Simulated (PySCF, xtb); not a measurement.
quinoxaline (C8H6N2), SMILES c1ccc2nccnc2c1.

Geometry optimised at B3LYP-D3(BJ)/def2-SVP.

Computed with IEF-PCM-B3LYP/def2-SVP (PySCF 2.14.0).

The values are the electrostatic part of the solvation free energy, E(continuum) − E(gas) at the gas-phase geometry, in a cavity of scaled van der Waals radii (PySCF's table); cavitation and dispersion terms are not included. In vacuum the orbital gap is 4.69 eV. The dipole moment in vacuum is 0.57 D.

| solvent | ε | ΔG(elec) (kcal/mol) | dipole (D) | gap (eV) |
|---|---|---|---|---|
| water | 78.36 | -5.0 | 0.70 | 4.76 |
| benzene | 2.27 | -2.2 | 0.64 | 4.74 |
| ethanol | 24.85 | -4.7 | 0.70 | 4.76 |

For comparison, GFN2-xTB/ALPB(water) (xtb, at the GFN2-xTB geometry, all terms of that model) gives -4.5 kcal/mol.
